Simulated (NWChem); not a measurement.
System: SiH cation, singlet

Input file for NWChem:

```
start job
memory heap 200 mb stack 900 mb global 1100 mb
charge 1
geometry units angstroms noautosym nocenter noautoz
  Si     0.000000     0.000000    -0.108545
  H      0.000000     0.000000     1.409912
end
basis spherical
  Si library def2-svpd
  H library def2-svpd
end
dft
  xc slater vwn_5
  iterations 150
end
tddft
  cis
  nroots 6
end
task tddft energy
```

Parts of the log:

```
             Northwest Computational Chemistry Package (NWChem) 7.3.0
             --------------------------------------------------------

                             Geometry "geometry" -> ""
                             -------------------------

 Output coordinates in angstroms (scale by  1.889725989 to convert to a.u.)

  No.       Tag          Charge          X              Y              Z
 ---- ---------------- ---------- -------------- -------------- --------------
    1 Si                  14.0000     0.00000000     0.00000000    -0.10854500
    2 H                    1.0000     0.00000000     0.00000000     1.40991200

 Effective nuclear repulsion energy (a.u.)       4.8789537577

                                 NWChem DFT Module
                                 -----------------

 Summary of "ao basis" -> "ao basis" (spherical)
 ------------------------------------------------------------------------------
       Tag                 Description            Shells   Functions and Types
 ---------------- ------------------------------  ------  ---------------------
 Si                        def2-svpd                10       24   5s3p2d
 H                         def2-svpd                 4        8   2s2p

            General Information
            -------------------
          SCF calculation type: DFT
          Wavefunction type:  closed shell.
          No. of atoms     :     2
          No. of electrons :    14
           Alpha electrons :     7
            Beta electrons :     7
          Charge           :     1
          Spin multiplicity:     1
          Use of symmetry is: off; symmetry adaption is: off
          Maximum number of iterations: 150
          AO basis - number of functions:    32
                     number of shells:    14
          Convergence on energy requested:  1.00D-06
          Convergence on density requested:  1.00D-05
          Convergence on gradient requested:  5.00D-04

              XC Information
              --------------
                        Slater Exchange Functional  1.000 local
                      VWN V Correlation Functional  1.000 local

             Grid Information
             ----------------
          Grid used for XC integration:  medium
          Radial quadrature: Mura-Knowles
          Angular quadrature: Lebedev.
          Tag              B.-S. Rad. Rad. Pts. Rad. Cut. Ang. Pts.
          ---              ---------- --------- --------- ---------
          Si                  1.10       88           7.0       590
          H                   0.35       45           8.0       434
          Grid pruning is: on
          Number of quadrature shells:   133
          Spatial weights used:  Erf1

      Superposition of Atomic Density Guess
      -------------------------------------

 Sum of atomic energies:        -289.23815211

 Renormalizing density from      15.00 to     14

      Non-variational initial energy
      ------------------------------

 Total energy =    -276.758955
 1-e energy   =    -383.200037
 2-e energy   =     101.562128
 HOMO         =      -0.675962
 LUMO         =      -0.488761

   convergence    iter        energy       DeltaE   RMS-Dens  Diis-err
 ---------------- ----- ----------------- --------- --------- ---------
 d= 0,ls=0.0,diis     1   -288.3597133978 -2.93D+02  5.75D-02  9.56D-01
 d= 0,ls=0.0,diis     2   -288.4102829954 -5.06D-02  1.79D-02  7.34D-02
 d= 0,ls=0.0,diis     3   -288.4168122713 -6.53D-03  4.49D-03  4.55D-03
 d= 0,ls=0.0,diis     4   -288.4180551084 -1.24D-03  4.82D-04  4.77D-05
 d= 0,ls=0.0,diis     5   -288.4180683564 -1.32D-05  5.33D-05  7.15D-07
 d= 0,ls=0.0,diis     6   -288.4180685421 -1.86D-07  3.69D-06  2.60D-09

         Total DFT energy =     -288.418068542059
      One electron energy =     -405.786862035586
           Coulomb energy =      132.209880250844
    Exchange-Corr. energy =      -19.720040514979
 Nuclear repulsion energy =        4.878953757660

 Numeric. integr. density =       14.000001479942

                       DFT Final Molecular Orbital Analysis
                       ------------------------------------

 Vector    5  Occ=2.000000D+00  E=-3.840216D+00
              MO Center= -9.1D-11,  1.0D-10, -1.1D-01, r^2= 1.0D-01
   Bfn.  Coefficient  Atom+Function         Bfn.  Coefficient  Atom+Function
  ----- ------------  ---------------      ----- ------------  ---------------
     8      0.983199  1 Si pz                11      0.053744  1 Si pz

 Vector    6  Occ=2.000000D+00  E=-7.349528D-01
              MO Center=  3.5D-08, -3.9D-08,  3.7D-01, r^2= 1.3D+00
   Bfn.  Coefficient  Atom+Function         Bfn.  Coefficient  Atom+Function
  ----- ------------  ---------------      ----- ------------  ---------------
     3      0.811241  1 Si s                  2      0.449995  1 Si s
    25      0.237348  2 H  s                  4      0.119668  1 Si s
    11      0.110124  1 Si pz                 1      0.072205  1 Si s
    14      0.064386  1 Si pz                 8     -0.059276  1 Si pz
     5      0.031374  1 Si s                 26      0.027711  2 H  s

 Vector    7  Occ=2.000000D+00  E=-5.240231D-01
              MO Center=  4.6D-08, -5.1D-08,  9.2D-02, r^2= 2.1D+00
   Bfn.  Coefficient  Atom+Function         Bfn.  Coefficient  Atom+Function
  ----- ------------  ---------------      ----- ------------  ---------------
     3      0.430714  1 Si s                 11     -0.387271  1 Si pz
    25     -0.346402  2 H  s                  4      0.282640  1 Si s
    14     -0.271558  1 Si pz                 2      0.220901  1 Si s
    26     -0.211827  2 H  s                  8      0.196029  1 Si pz
    17     -0.074092  1 Si d  0               5     -0.057969  1 Si s

 Vector    8  Occ=0.000000D+00  E=-4.301819D-01
              MO Center= -3.8D-08,  3.8D-08, -5.6D-02, r^2= 2.1D+00
   Bfn.  Coefficient  Atom+Function         Bfn.  Coefficient  Atom+Function
  ----- ------------  ---------------      ----- ------------  ---------------
    10     -0.406367  1 Si py                13     -0.403943  1 Si py
     9      0.392620  1 Si px                12      0.390278  1 Si px
     7      0.189812  1 Si py                 6     -0.183391  1 Si px

 Vector    9  Occ=0.000000D+00  E=-4.301819D-01
              MO Center=  2.5D-08, -2.3D-08, -5.6D-02, r^2= 2.1D+00
   Bfn.  Coefficient  Atom+Function         Bfn.  Coefficient  Atom+Function
  ----- ------------  ---------------      ----- ------------  ---------------
     9      0.406367  1 Si px                12      0.403943  1 Si px
    10      0.392620  1 Si py                13      0.390278  1 Si py
     6     -0.189812  1 Si px                 7     -0.183391  1 Si py

[...]

                                NWChem TDDFT Module
                                -------------------

            General Information
            -------------------
           No. of orbitals :      64
            Alpha orbitals :      32
             Beta orbitals :      32
        Alpha frozen cores :       0
         Beta frozen cores :       0
     Alpha frozen virtuals :       0
      Beta frozen virtuals :       0
         Spin multiplicity :       1
    Number of AO functions :      32
        Use of symmetry is : off
      Symmetry adaption is : off
         Schwarz screening :  0.10D-07

              XC Information
              --------------
                 Slater Exchange Functional   1.00 local
               VWN V Correlation Functional   1.00 local

             TDDFT Information
             -----------------
          Calculation type : Tamm-Dancoff TDDFT
         Wavefunction type : Restricted singlets & triplets
          No. of electrons :      14
           Alpha electrons :       7
            Beta electrons :       7
              No. of roots :       6
          Max subspacesize :    5200
            Max iterations :     100
               Target root :       1
           Target symmetry : none
      Symmetry restriction : off
                 Algorithm : Optimal
        Davidson threshold :  0.10D-03

    6 smallest eigenvalue differences (eV)
--------------------------------------------------------
  No. Spin  Occ  Vir  Irrep   E(Occ)    E(Vir)   E(Diff)
--------------------------------------------------------
    1    1    7    8 a        -0.524    -0.430     2.554
    2    1    7    9 a        -0.524    -0.430     2.554
    3    1    7   10 a        -0.524    -0.225     8.137
    4    1    6    8 a        -0.735    -0.430     8.293
    5    1    6    9 a        -0.735    -0.430     8.293
    6    1    7   11 a        -0.524    -0.154    10.080
--------------------------------------------------------

  Entering Davidson iterations
  Restricted singlet excited states

  Iter   NTrls   NConv    DeltaV     DeltaE      Time
  ----  ------  ------  ---------  ---------  ---------
    1      6       0     0.10E+00   0.10+100        0.3
    2     12       0     0.40E-01   0.45E-01        0.3
    3     18       2     0.27E-02   0.27E-02        0.3
    4     22       5     0.13E-03   0.13E-04        0.3
    5     23       6     0.18E-04   0.27E-07        0.2
  ----  ------  ------  ---------  ---------  ---------
  Convergence criterion met

  Ground state a        -288.418068542059 a.u.

  ----------------------------------------------------------------------------
  Root   1 singlet a              0.117470995 a.u.                3.1965 eV
  ----------------------------------------------------------------------------
     Transition Moments    X -0.34385   Y  0.34943   Z -0.00000
     Dipole Oscillator Strength                    0.0188214754
     Electric Quadrupole                           0.0000000245
     Magnetic Dipole                               0.0000017977
     Total Oscillator Strength                     0.0188232976

     Occ.    6  a   ---  Virt.    8  a       -0.12299
     Occ.    7  a   ---  Virt.    8  a        0.98989
     Occ.    7  a   ---  Virt.   12  a       -0.05361
  ----------------------------------------------------------------------------
  Root   2 singlet a              0.117470995 a.u.                3.1965 eV
  ----------------------------------------------------------------------------
     Transition Moments    X  0.34943   Y  0.34385   Z -0.00000
     Dipole Oscillator Strength                    0.0188214753
     Electric Quadrupole                           0.0000000245
     Magnetic Dipole                               0.0000017977
     Total Oscillator Strength                     0.0188232975

     Occ.    6  a   ---  Virt.    9  a        0.12299
     Occ.    7  a   ---  Virt.    9  a       -0.98989
     Occ.    7  a   ---  Virt.   13  a        0.05361
  ----------------------------------------------------------------------------
  Root   3 singlet a              0.353909280 a.u.                9.6304 eV
  ----------------------------------------------------------------------------
     Transition Moments    X -0.29562   Y  0.38703   Z  0.00000
     Dipole Oscillator Strength                    0.0559602170
     Electric Quadrupole                           0.0000000025
     Magnetic Dipole                               0.0000001540
     Total Oscillator Strength                     0.0559603735

     Occ.    6  a   ---  Virt.    8  a        0.78469
     Occ.    6  a   ---  Virt.    9  a       -0.09136
     Occ.    7  a   ---  Virt.    8  a        0.06316
     Occ.    7  a   ---  Virt.   12  a       -0.60527
  ----------------------------------------------------------------------------
  Root   4 singlet a              0.353909280 a.u.                9.6304 eV
  ----------------------------------------------------------------------------
     Transition Moments    X  0.38703   Y  0.29562   Z -0.00000
     Dipole Oscillator Strength                    0.0559602171
     Electric Quadrupole                           0.0000000025
     Magnetic Dipole                               0.0000001540
     Total Oscillator Strength                     0.0559603736

     Occ.    6  a   ---  Virt.    8  a       -0.09136
     Occ.    6  a   ---  Virt.    9  a       -0.78469
     Occ.    7  a   ---  Virt.    9  a       -0.06316
     Occ.    7  a   ---  Virt.   13  a        0.60527
  ----------------------------------------------------------------------------
  Root   5 singlet a              0.356807523 a.u.                9.7092 eV
  ----------------------------------------------------------------------------
     Transition Moments    X -0.00000   Y  0.00000   Z -1.57107
     Dipole Oscillator Strength                    0.5871263173
     Electric Quadrupole                           0.0000001788
     Magnetic Dipole                               0.0000000000
     Total Oscillator Strength                     0.5871264961

     Occ.    7  a   ---  Virt.   10  a       -0.62243
     Occ.    7  a   ---  Virt.   11  a       -0.77518
     Occ.    7  a   ---  Virt.   17  a        0.08944
  ----------------------------------------------------------------------------
  Root   6 singlet a              0.401870133 a.u.               10.9354 eV
  ----------------------------------------------------------------------------
     Transition Moments    X  0.00000   Y -0.00000   Z -1.53837
     Dipole Oscillator Strength                    0.6340385677
     Electric Quadrupole                           0.0000000882
     Magnetic Dipole                               0.0000000000
     Total Oscillator Strength                     0.6340386560

     Occ.    6  a   ---  Virt.   16  a        0.05950
     Occ.    7  a   ---  Virt.   10  a       -0.73295
     Occ.    7  a   ---  Virt.   11  a        0.62359
     Occ.    7  a   ---  Virt.   16  a        0.06425
     Occ.    7  a   ---  Virt.   17  a        0.23485
     Occ.    7  a   ---  Virt.   23  a        0.07554

              Target root =      1
          Target symmetry = none
      Ground state energy =   -288.418068542059
        Excitation energy =      0.117470994571
     Excited state energy =   -288.300597547488

  stored tddft:energy   -288.30059754748828

    6 smallest eigenvalue differences (eV)
--------------------------------------------------------
  No. Spin  Occ  Vir  Irrep   E(Occ)    E(Vir)   E(Diff)
--------------------------------------------------------
    1    1    7    8 a        -0.524    -0.430     2.554
    2    1    7    9 a        -0.524    -0.430     2.554
    3    1    7   10 a        -0.524    -0.225     8.137
    4    1    6    8 a        -0.735    -0.430     8.293
    5    1    6    9 a        -0.735    -0.430     8.293
    6    1    7   11 a        -0.524    -0.154    10.080
--------------------------------------------------------

  Entering Davidson iterations
  Restricted triplet excited states

  Iter   NTrls   NConv    DeltaV     DeltaE      Time
  ----  ------  ------  ---------  ---------  ---------
    1      6       0     0.27E-01   0.10+100        0.3
    2     12       0     0.23E-02   0.21E-02        0.3
    3     18       6     0.40E-04   0.67E-05        0.2
  ----  ------  ------  ---------  ---------  ---------
  Convergence criterion met

  Ground state a        -288.418068542059 a.u.

  ----------------------------------------------------------------------------
  Root   1 triplet a              0.074629194 a.u.                2.0308 eV
  ----------------------------------------------------------------------------
     Transition Moments                    Spin forbidden
     Oscillator Strength                   Spin forbidden

     Occ.    6  a   ---  Virt.    8  a       -0.05538
     Occ.    7  a   ---  Virt.    8  a       -0.99762
  ----------------------------------------------------------------------------
  Root   2 triplet a              0.074629194 a.u.                2.0308 eV
  ----------------------------------------------------------------------------
     Transition Moments                    Spin forbidden
     Oscillator Strength                   Spin forbidden

[...]
```

Level: LDA (Slater exchange, VWN5)/def2-SVPD, TDA. Low-valent species are run as closed-shell singlets; no triplet was tried in these runs. Structure relaxed at the PBE0-D3(BJ)/def2-TZVP level.
